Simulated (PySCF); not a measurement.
Molecule: SMILES [OH][Al]([SiH3])[SiH3]. Atoms near the plane z = 1.5 Å, at the PBE0/def2-SVP optimised geometry (x, y, z in Å): Al1 (-0.3, -0.1, 1.9), Si4 (-1.8, -2.1, 1.9), H5 (-2.1, -2.5, 0.5), H6 (-3.0, -1.8, 2.6), H7 (-1.1, -3.3, 2.6), Si8 (0.6, 1.1, 0.0), H10 (2.1, 1.1, 0.0), H11 (0.1, 2.5, 0.0).

Calculation: PBE0/def2-TZVP (PySCF). The values are rescaled to run from 0 to 1.

```
|0000000000000000000000000000000|
|0000000000000000000000000000000|
|0000000000000000000000000000000|
|0000000000000000000000000000000|
|0000000000000000000000000000000|
|0000000000000000000000000000000|
|0000111111000000000000000000000|
|0001111111110000000000000000000|
|0011111111111111111100000000000|
|0111111122222222333210000000000|
|0111111223344455565320000000000|
|0111112234578999886421000000000|
|0111112345899999997421000000000|
|0111122347999999998521000000000|
|0111122357999999999531100000000|
|0011122357999999999632100000000|
|0011112357999999999742110000000|
|0001123579999999999742211000000|
|0000124899999999999643211100000|
|0000126999999999997532211100000|
|0000139999999998765432211100000|
|0000139999999996544322111110000|
|0000139999999984333222111110000|
|0000027999999963222211111100000|
|0000014999999742211111111100000|
|0000012589996321111111111100000|
|0000001233332111111111111000000|
|0000000111110000001111100000000|
|0000000000000000000000000000000|
|0000000000000000000000000000000|
|0000000000000000000000000000000|
```
Scale: ten equal steps from 0.000 (start of '0') to 1.00 (end of '9'), in the order '0123456789'; x runs from -5.00 to 5.00, y from -5.00 (bottom) to 5.00 (top).

Q: Which quantity is mapped?
A. electrostatic potential
B. electron localisation function
C. log10 of the electron density
D. deformation density (molecule minus spherical neutral atoms)

A: A, electrostatic potential. In full: electrostatic potential (hartree/e), clipped to [-0.08, 0.12].
